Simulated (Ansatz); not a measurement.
A made-up structure of ZnGeH3 (charge +1), closed shell:

```csv
atom,x (Å),y (Å),z (Å)
Zn1,0.5125,-1.3129,0.6670
Ge2,-0.3097,0.7977,-0.4039
H3,0.0725,0.1576,0.9092
H4,-1.6865,0.9963,-1.0615
H5,0.4729,2.1176,-0.5187
```

It is relaxed with PBE-D4/def2-SVP and then PBE0-D4/def2-TZVP (Ansatz 0.2.0). Atoms count as bonded within 1.22 times the sum of their covalent radii (H–H: 0.88 Å). The end point is not checked to be a true minimum.

(1) Does its bonding change? (Judge from chemistry; the calculation decides.)

Answers

(1) Computed: Yes. Formed: none; broken: Zn1–H3.

Where it ends: The first stage lowers the energy by 2.68 eV in 9 steps. It ends as ZnGeH₃ ([Zn][GeH3]), total charge +1:
```tsv
atom	x (Å)	y (Å)	z (Å)
Zn1	0.7589	-1.4022	-0.1924
Ge2	-0.3358	0.8569	-0.0643
H3	-0.5872	0.9515	1.4358
H4	-1.5505	0.6204	-0.9536
H5	0.7763	1.7297	-0.6335
```

Labels in which every atom is bracketed show which atoms are joined, not bond orders.

For scale, one of the runs: PBE0-D4/def2-TZVP relaxation, 114 basis functions, launched by `ansatz run in.yaml --threads 2 --pin off --events-out ev --progress --plain --max-ram 4352MiB`. The run took about 14 s on 2 CPU threads of an Arm Neoverse V1 (shared host).
